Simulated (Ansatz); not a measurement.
`C[SiH](O)[Si](O)(F)F` + `C1=NCCO1` → `CC1=NCCO1` + `O[SiH2][Si](O)(F)F`  (formal exchange of groups at a C–Si bond)

Computed with Ansatz on PBE0-D4/def2-TZVP structures; ΔE is electronic, products minus reactants. CCSD(T)/CBS is the MP2 limit (def2-TZVPP, def2-QZVPP) plus CCSD(T) − MP2 in def2-TZVPP, frozen cores. DFT in def2-TZVPP. One conformer a species, not always the lowest.

| level | ΔE (eV) |
| --- | --- |
| r2SCAN-D4 | 0.25 |
| r2SCAN | 0.24 |
| PBE0 | 0.22 |
| SCS-MP2/def2-TZVPP | 0.21 |

(1) What does CCSD(T)/CBS give? (Best estimate.)

Largest T1 diagnostic among the species: 0.014.

Results:

(1) The calculation gave: +0.23 eV. The listed levels differ from it by 0.02, 0.01, -0.01, -0.02 eV.

In def2-TZVPP, CCSD(T) changes the Hartree–Fock value by +0.10 eV (the triples alone add +0.01 eV) and MP2 by +0.11 eV.
